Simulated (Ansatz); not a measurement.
Geometry optimisation, RKS PBE0-D4/def2-SVP in Ansatz.

Input:

```yaml
crystal:
  periodic: [false, false, false]
  atoms:
    - { symbol: Hf, position_ang: [0.340233, -0.008431, 0.037451] }
    - { symbol: Cl, position_ang: [0.630752, 0.003656, 2.492067] }
    - { symbol: F, position_ang: [2.072364, -0.003263, -0.723388] }
    - { symbol: F, position_ang: [-0.505381, 1.537299, -0.665141] }
    - { symbol: F, position_ang: [-0.504114, -1.562884, -0.648927] }
    - { symbol: Si, position_ang: [-3.228544, 0.008044, 1.362715] }
    - { symbol: H, position_ang: [-3.592277, -0.911518, 0.251499] }
    - { symbol: H, position_ang: [-3.777133, -0.484816, 2.65237] }
    - { symbol: H, position_ang: [-3.706136, 1.381562, 1.056643] }
    - { symbol: H, position_ang: [-1.754963, 0.040352, 1.502511] }
basis:
  gaussian: { orbitals: def2-SVP }
hamiltonian:
  xc: pbe0
  dispersion: d4
relax:
  f_tol: 0.03
  max_steps: 50
output:
  orbitals: {}
```

Run as:

```bash
$ ansatz run input.yaml --threads 4 --pin off --max-ram 5120MiB --backend cpu --events-out ev --progress --plain --runs-dir out
```

Task: Where does it end, and by what steps?

Result: The forces met the threshold. After 11 steps the energy has fallen by 0.200 eV; H7 moved furthest, 0.65 Å.

| step | energy less start (eV) | largest force component (eV/Å) | accepted |
| --- | --- | --- | --- |
| 0 | 0.0000 | 1.528 | yes |
| 1 | -0.0955 | 1.156 | yes |
| 2 | -0.1455 | 0.118 | yes |
| 3 | -0.1538 | 0.140 | yes |
| 4 | -0.1594 | 0.040 | yes |
| 5 | -0.1685 | 0.114 | yes |
| 6 | -0.1726 | 0.063 | yes |
| 7 | -0.1836 | 0.171 | yes |
| 8 | -0.1875 | 0.216 | yes |
| 9 | -0.1932 | 0.145 | yes |
| 10 | -0.1972 | 0.142 | yes |
| 11 | -0.1997 | 0.015 | yes |

```xyz
10
Properties=species:S:1:pos:R:3
Hf 0.232 -0.069 0.194
Cl 1.067 0.318 2.362
F 1.751 0.004 -0.938
F -0.904 1.307 -0.489
F -0.454 -1.826 -0.076
Si -3.174 0.062 1.237
H -3.386 -0.445 -0.145
H -3.958 -0.732 2.221
H -3.474 1.514 1.341
H -1.725 -0.132 1.610
```

Whether the end is a true minimum wasn't checked by a vibrational analysis.

Time of the run: 38 s on 4 threads of Arm Neoverse V2, with other jobs on the host, peak memory 0.34 GiB.
